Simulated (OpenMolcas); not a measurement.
## Rh3+: moving or changing the point charges

Rh3+ among 4 point charges of -2 e arranged as a tetrahedron (Td), 1.95 Å from the ion.
```
   1.1258    1.1258    1.1258  -2.00
   1.1258   -1.1258   -1.1258  -2.00
  -1.1258    1.1258   -1.1258  -2.00
  -1.1258   -1.1258    1.1258  -2.00
```

- Program: OpenMolcas 26.06
- Method: SS-CASPT2, IPEA 0.25 Eh, imaginary shift 0.1 Eh (closed shells correlated: 4s 4p)
- Basis: ANO-RCC-VDZP [6s5p3d1f]
- Scalar Hamiltonian: DKH2, point nucleus
- Active space: 6 electrons in 5 orbitals (4d)
- State averaging: 2S+1 = 5 even, 5 roots; 2S+1 = 3 even, 45 roots; 2S+1 = 1 even, 50 roots
- Spin-orbit coupling: RASSI with atomic mean-field integrals over the reference wave functions

Runs around this geometry, states (labels of Td). Energies in cm-1 above the lowest state or level, χT in cm3 K/mol.

```json
{"R (Å)": "1.95", "q (e)": "-1", "Ground state": "5E", "First state of that spin": "5T2 2150", "First gap with spin-orbit (degeneracies)": "110 (1, 3)", "χT at 300 K": "4.813", "First state of another spin": "3T1 17770"}
{"R (Å)": "1.82", "q (e)": "-2", "Ground state": "5E", "First state of that spin": "5T2 4380", "First gap with spin-orbit (degeneracies)": "120 (1, 3)", "χT at 300 K": "4.072", "First state of another spin": "3T1 15950"}
{"R (Å)": "1.95", "q (e)": "-2", "Ground state": "5E", "First state of that spin": "5T2 3550", "First gap with spin-orbit (degeneracies)": "120 (1, 3)", "χT at 300 K": "4.295", "First state of another spin": "3T1 16790"}
{"R (Å)": "2.14", "q (e)": "-2", "Ground state": "5E", "First state of that spin": "5T2 2540", "First gap with spin-orbit (degeneracies)": "110 (1, 3)", "χT at 300 K": "4.649", "First state of another spin": "3T1 17520"}
```

Taking the first state of the same spin as R^-n, n = -ln(2540 / 4380) / ln(2.14 / 1.82) = 3.4 between the shortest and longest distance.

Scaling the charges by -1 / -2 = 0.50 scales the first state of the same spin by 2150 / 3550 = 0.61; with fixed orbitals a first-order splitting would follow the charge.

Roots that are degenerate in the reference are averaged as groups; the widest CASPT2 spread within a group is 300 cm-1 (the 3-fold group of multiplicity 3 near 46500 cm-1 above the lowest state of its run, R = 1.95, q = -1). Shifts and gaps below about the spread of the groups concerned are not significant. An orbital doublet at a regular site is open to a Jahn-Teller distortion, which this geometry leaves out. Point charges give a weaker field than real ligands, and real ions of this kind are as a rule low spin; the high spin found here belongs to the model. The ground term spreads over less than 5000 cm-1, several times less than with real ligands, so orbital moments are less quenched and χT lies further from the spin-only value than at real sites. Free-ion shares, where given, are those of the reference states; single-state CASPT2 does not remix them. Point charges carry no covalency, so the field is a model and not that of real ligands. No measured value stands beside these numbers.
